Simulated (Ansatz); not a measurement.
Input file for Ansatz (a quantum-chemistry and plane-wave program): U-r2SCAN/def2-TZVPP on H4Sn (SMILES [SnH4]), a point of a bond scan (R = 2.990 Å). Elements past Kr take the def2 small-core potentials; no spin–orbit coupling.

Ansatz 0.2 input:
```yaml
crystal:
  periodic: [false, false, false]
  atoms:
    - {symbol: Sn, position_ang: [-0.00000000, -0.00000000, -0.00000000]}
    - {symbol: H, position_ang: [2.27790014, 1.22491077, -1.50013288]}
    - {symbol: H, position_ang: [0.60242146, -0.85906066, 1.34839436]}
    - {symbol: H, position_ang: [-1.05716935, 1.23097093, 0.53494647]}
    - {symbol: H, position_ang: [-0.84690933, -1.07185928, -1.02612204]}
basis:
  gaussian:
    orbitals: def2-TZVPP
hamiltonian:
  xc: {name: r2SCAN}
magnetization: {spin_polarized: true, initial_magnetization: 0}
```

Task: Give the final energy of this run.

Result: -216.6428 hartree. Its determinant has ⟨S²⟩ = 0.55, a mixture of spin states.

Task: How many basis functions does it have, and what does it roughly cost on one machine?

Result: 106 functions; very roughly 9 core-seconds.
